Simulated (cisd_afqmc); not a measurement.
Input (AFQMC/CISD/cc-pVTZ; cisd_afqmc is a phaseless AFQMC code with CISD trial states that reads the integrals written by Ansatz):

Ansatz 0.2 input:
```python
import cisd_afqmc

open("ham.yaml", "w").write("""\
crystal:
  periodic: [false, false, false]
  atoms:
    - {symbol: F, position_ang: [-1.27789664, -0.58391260, -1.10443000]}
    - {symbol: C, position_ang: [-0.82058044, 0.02613986, -0.01565435]}
    - {symbol: F, position_ang: [-1.31904329, -0.58165603, 1.05619148]}
    - {symbol: F, position_ang: [-1.23886755, 1.28775955, -0.02493781]}
    - {symbol: Br, position_ang: [1.12702143, -0.03590164, 0.02150037]}
basis:
  gaussian:
    orbitals: cc-pVTZ
magnetization: {spin_polarized: false}
correlation: {method: ccsd, electrons: outside_noble_gas, hamiltonian_folder: ham}
""")
rep = cisd_afqmc.ansatz("ham.yaml")
e_ccsd = rep["correlation"]["coupled_cluster"]["energy"]["hartree"]
out = cisd_afqmc.run("ham", e_ccsd, trial="CISD", walkers=1000, populations=1, threads=12, dt=0.005, steps=40, early=24, settle=10, least=100,
    cut=5e-5, rank_cut=2e-4, target=0.0004, seconds=1500, seed=4, memory=62639, gpu=True)
```

Output:

```
orbitals 145, occupied [16], factors 885 of 1054, rank of the doubles 752 of 2064
E(HF) = -2908.770653
E(CCSD) on the cut factors = -2909.850188, shift to the whole factors -0.000011
Energy of the trial state on the determinant = -2909.850189
  tau behind 7.2 of longer steps, mean of the populations' last blocks
   2.0  -2909.88887
   4.0  -2909.89059
   6.0  -2909.88998
   8.0  -2909.89050
  10.0  -2909.88990
  12.0  -2909.88593
  14.0  -2909.89344
  16.0  -2909.88944
  18.0  -2909.89094
  20.0  -2909.89084
  22.0  -2909.88846
  24.0  -2909.88598
  26.0  -2909.88985
  28.0  -2909.88685
  30.0  -2909.88829
  32.0  -2909.89024
  34.0  -2909.89186
  36.0  -2909.88854
  38.0  -2909.88849
  40.0  -2909.89025
  42.0  -2909.88671
  44.0  -2909.88578
  46.0  -2909.89354
  48.0  -2909.89344
  50.0  -2909.88758
  52.0  -2909.89119
  54.0  -2909.88845
  56.0  -2909.89108
  58.0  -2909.89110
  60.0  -2909.89062
  62.0  -2909.88572
  64.0  -2909.88906
  66.0  -2909.88883
  68.0  -2909.88952
  70.0  -2909.88786
  72.0  -2909.88629
blocks 352 (0 outliers left out), error by blocks joined: 1: 0.00023, 2: 0.00027, 4: 0.00033, 8: 0.00035, 16: 0.00040
E(AFQMC/CISD) = -2909.88937 +/- 0.00040
```
